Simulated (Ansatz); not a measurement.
Coupled-cluster diagnostics for the cluster CsBr2⁻ (the lowest singlet isomer of a short search), Ansatz.

Geometry of the singlet (PBE0-D4/def2-TZVPD):

```xyz
3

Cs    0.0003    0.0004    0.0000
Br    2.1391   -2.1704    1.4030
Br   -2.1394    2.1700   -1.4030
```

In the def2 sets Cs takes a core potential; there is no spin–orbit coupling. Correlated methods freeze 18 core orbitals; core or outer-core shells of Cs, Br are correlated, in sets that lack core-valence functions. The structure comes from a short search, and lower isomers may exist.

(1) Estimate the CCSD(T) correlation energy, the shares of MP2 and (T), T1 and the reference's ⟨S²⟩ for: charge -1, singlet, own geometry in def2-TZVPPD; and the rough time on 4 threads of Arm Neoverse V1 on a shared host.

Results:

(1) 
| state | basis | correlation (eV) | MP2 share (%) | (T) share (%) | T1 | ⟨S²⟩ (pure) | wall time |
| --- | --- | --- | --- | --- | --- | --- | --- |
| charge -1, singlet, own geometry | def2-TZVPPD | -20.564 | 94.0 | 3.1 | 0.005 | 0.00 (0.00) | 12 s |
Customary marks for T1 are 0.02 (closed shells), 0.045 (open shells) and about 0.05 (3d metals). T1 stays under 0.02 throughout.
